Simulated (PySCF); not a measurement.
C4H7FO, SMILES CO[C@@H]1C[C@@H]1F.

The structure is a stationary point at PBE0-D3(BJ)/def2-SVP. The structure was generated by enumeration; whether it is a known compound was not checked. One conformer was computed; it need not be the lowest.

Two levels are set side by side: PBE/def2-TZVP (PySCF) and PBE0/def2-TZVP (PySCF). Same geometry, gas phase. Differences are taken from unrounded values.

```tsv
quantity	PBE0	PBE	PBE minus PBE0
orbital gap (eV)	8.67	6.25	-2.41
highest occupied level (eV)	-7.42	-5.93	1.50
lowest empty level (eV)	1.25	0.33	-0.92
dipole moment (D)	2.62	2.42	-0.20
mean polarisability (bohr³)	51.4	53.5	2.1
```

Without exact exchange PBE keeps part of each electron's self-repulsion, which lifts occupied levels and narrows the gap. Loosely held outer electrons make PBE densities more polarisable. Differences between two approximate levels are no errors against the true value.

Rough cost on one machine, each run with all the roots and properties that it gave: PBE0 against PBE within a factor of 2.
